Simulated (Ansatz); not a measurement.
One change: `[CH3][Zn][CH](F)S` becomes `O=CC(F)S`.

Ansatz, PBE0-D4/def2-TZVP geometries, multiplicity 1. Each molecule was computed in one conformer, which needn't be the lowest.

Scalar relativity is left out up to krypton.

```json
{"property": "size of the dipole moment (B3LYP/def2-TZVPP) / D", "`[CH3][Zn][CH](F)S`": "2.16"}
{"property": "LUMO energy (B3LYP/def2-TZVPP) / eV", "`[CH3][Zn][CH](F)S`": "-0.84"}
{"property": "LUMO energy (ωB97M-V/def2-TZVPP) / eV", "`[CH3][Zn][CH](F)S`": "0.83"}
{"property": "HOMO–LUMO gap (PBE0/def2-TZVPP) / eV", "`[CH3][Zn][CH](F)S`": "6.36"}
{"property": "HOMO energy (ωB97M-V/def2-TZVPP) / eV", "`[CH3][Zn][CH](F)S`": "-9.09"}
{"property": "HOMO–LUMO gap (PBE/def2-TZVPP) / eV", "`[CH3][Zn][CH](F)S`": "4.41"}
```

Problem. Give the same properties after the change, and the shifts. (Best estimate.)

Solution. Computed: 
```json
{"property": "size of the dipole moment (B3LYP/def2-TZVPP) / D", "`O=CC(F)S`": "1.36", "shift": "-0.80"}
{"property": "LUMO energy (B3LYP/def2-TZVPP) / eV", "`O=CC(F)S`": "-1.99", "shift": "-1.15"}
{"property": "LUMO energy (ωB97M-V/def2-TZVPP) / eV", "`O=CC(F)S`": "0.66", "shift": "-0.17"}
{"property": "HOMO–LUMO gap (PBE0/def2-TZVPP) / eV", "`O=CC(F)S`": "6.04", "shift": "-0.32"}
{"property": "HOMO energy (ωB97M-V/def2-TZVPP) / eV", "`O=CC(F)S`": "-10.01", "shift": "-0.92"}
{"property": "HOMO–LUMO gap (PBE/def2-TZVPP) / eV", "`O=CC(F)S`": "3.54", "shift": "-0.87"}
```

With PBE0 the HOMO falls by 0.84 eV and the LUMO falls by 1.14 eV, so the gap narrows by about 0.30 eV. PBE moves the HOMO by -0.69 eV and ωB97M-V by -0.92 eV. Dipoles are sizes alone; their direction can turn.

B3LYP here is the variant with VWN-RPA as its local correlation; programs differ in this.
